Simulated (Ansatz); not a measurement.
GaH$_{3}$S$_{2}$Si (`[SiH2]1S[S][GaH]1`) from Hartree–Fock to CCSD(T)

Cartesian coordinates in Å:
```
Si -1.028 0.209 0.226
S -0.042 1.802 -0.858
S 1.819 0.814 -0.976
Ga 1.056 -0.958 0.130
H -2.190 -0.333 -0.531
H -1.534 0.676 1.547
H 1.921 -2.210 0.462
```

Total charge 0; spin multiplicity 1. Correlated methods include outer-core shells of Ga, which these sets cover unevenly. Scalar relativity is left out up to krypton. The structure was optimised at the PBE0-D4/def2-TZVP level. Frozen core, restricted reference, Ansatz 0.2.0.

| basis | HF (Eh) | MP2 corr. | CCSD corr. | (T) | CCSD(T) total |
| --- | --- | --- | --- | --- | --- |
| def2-SVP | -3008.43417 | ? | ? | -0.02208 | ? |
| def2-TZVPP | ? | -0.68485 | -0.72606 | -0.03701 | ? |
| def2-QZVPP | -3009.13885 | ? | – | – | – |

Fill in the withheld values. (Estimate.)

The calculation gave: def2-SVP MP2 corr.: -0.55398; def2-SVP CCSD corr.: -0.59113; def2-SVP CCSD(T) total: -3009.04738; def2-TZVPP HF (Eh): -3009.06770; def2-TZVPP CCSD(T) total: -3009.83077; def2-QZVPP MP2 corr.: -0.97428.
